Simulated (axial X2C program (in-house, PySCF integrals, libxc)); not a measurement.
Zr₂: from the spin-free to the two-component result

Computed with an in-house all-electron X2C program for linear molecules (integrals from PySCF). Spin-free means the one-electron spin-free X2C Hamiltonian; two-component (2c) means X2C with spin–orbit coupling and atomic mean-field two-electron Coulomb and Gaunt terms, so the difference of the two also holds small scalar two-electron terms. Basis: Zr dyall-cv3z [11s12p9d6f3g] (cores contracted in-house); Gaussian nuclei, density fitting, unrestricted open shells. Masses: Zr 89.905 u.

Spin-free state: M_S = 1, Λ = 2 (beyond evenly filled blocks: σα, δ+α); fragments Zr + Zr.

```tsv
level	Re (Å)	ωe (cm⁻¹)	De (eV)
TPSSh	2.233	324.6	3.447
```

Two-component determinant lowest at the distance of the search:

Ω = 1 (⟨Sz⟩ = -1.00, ⟨Lz⟩ = 2.00 at TPSSh); fragments Zr + Zr.

```
level  Re (Å)  ωe (cm⁻¹)
TPSSh   2.230      325.4
```

(1) From the two tables, how do the constants change at the TPSSh level (2c against spin-free)?

The state is one determinant whose occupation by symmetry is held fixed; it was picked as the lowest of a PBE0 search that is not exhaustive. De is counted from the lowest determinant-based energies of the atoms at the same level, without counterpoise correction. De is not given where an atomic determinant may have missed its ground term or J level, or where the truncated virtual space spoils (T). Density functionals use the spin component along the axis (collinear). PBE0 can misorder states that lie within some tenths of an eV, so this need not be the ground state of the molecule. The nearest other spin-free determinant of the search, M_S = 0, Λ = 2, lies 0.10 eV up at the distance of the search. The functionals have no current-density term, which raises determinants with orbital currents, atoms included. With several unpaired electrons one determinant need not be a pure state.

Results:

(1) At the TPSSh level Re goes down by 0.003 Å and ωe goes up by 0.8 cm⁻¹.
